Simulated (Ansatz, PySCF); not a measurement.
Potential energy curve for LiNa, singlet.

Computed with: UKS-BLYP = Ansatz (an electronic-structure program) with unrestricted BLYP/aug-cc-pVQZ; RHF/6-31G* = restricted Hartree-Fock/6-31G*, spherical d (PySCF); UMP2 = MP2 on UHF/aug-cc-pVQZ, frozen core run with Ansatz.

Energies are in mEh, each relative to the lowest point of its own curve near equilibrium.

| R / Å | UKS-BLYP | RHF/6-31G* | UMP2 |
|---|---|---|---|
| 2.34 | 9.6 | 14.6 | 14.2 |
| 2.52 | 3.8 | 7.0 | 6.0 |
| 2.61 | 2.0 | 4.3 | 3.2 |
| 2.76 | 0.4 | 1.5 | 0.2 |
| 2.79 | 0.2 | 1.1 | 0.0 |
| 2.93 | 0.0 | 0.1 | 0.0 |
| 3.02 | 0.3 | 0.0 | 0.4 |
| 3.08 | 0.6 | 0.1 | 0.8 |
| 3.29 | 2.6 | 1.6 | 2.6 |
| 3.34 | 3.2 | 2.2 | 3.2 |
| 3.64 | 7.6 | 6.6 | 6.4 |
| 3.91 | 11.8 | 11.5 | 9.1 |
| 4.39 | 19.1 | 21.1 | 12.7 |
| 4.84 | 24.1 | 30.1 | 14.9 |
| 5.36 | 27.4 | 39.6 | 16.3 |
| 5.83 | 28.9 | 47.3 | 17.0 |
| 6.36 | 29.8 | 54.8 | 17.4 |
| 7.20 | 30.3 | 64.5 | 17.7 |
| 8.00 | 30.5 | 71.6 | 17.8 |
| 8.83 | 30.6 | 77.1 | 17.8 |

At the longest distance, 8.83 Å, RHF/6-31G* lies highest above its minimum (77.1 mEh) and UMP2 lowest (17.8 mEh).

The unrestricted determinant behind UKS-BLYP is spin-contaminated at 4.39 to 8.83 Å (<S²> up to 1.0, against 0.00 for a pure singlet). The restricted form behind RHF/6-31G* keeps the bonding electrons paired and can't separate into open-shell fragments. The unrestricted determinant behind UMP2 is spin-contaminated at 2.34 to 8.83 Å (<S²> up to 1.0, against 0.00 for a pure singlet).
